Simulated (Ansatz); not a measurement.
System: sum formula AlOH₃, net charge 0, singlet state. 
Geometry from a B3LYP-D3(BJ)/def2-TZVP (Ansatz, a first-principles code) optimisation:
```
Al
O 1 1.6999
H 2 0.9581 1 124.14
H 1 1.5709 2 115.84 3 -180.00
H 1 1.5789 4 124.38 2 -180.00
```
Charge 0, spin multiplicity 1.

Basis-set convergence of Hartree-Fock and MP2 correlation energies (hartree) with Ansatz. Valence correlation only, unless marked. Spin-orbit coupling is left out. No relativistic terms.

```tsv
basis	functions	E(HF)	E(corr, MP2)
def2-SVPD	71	-318.43849	-0.27530
def2-TZVPPD	139	-318.61427	-0.33336
def2-QZVPPD	241	-318.62498	-0.35809
```

Extrapolating the two largest sets (X = 3 and 4) as X^-3: E(corr) = (64·(-0.35809) - 27·(-0.33336))/37 = -0.3761 Eh, an estimate of the basis-set limit. The largest set recovers 95.2 % of it, the smallest 73.2 %.
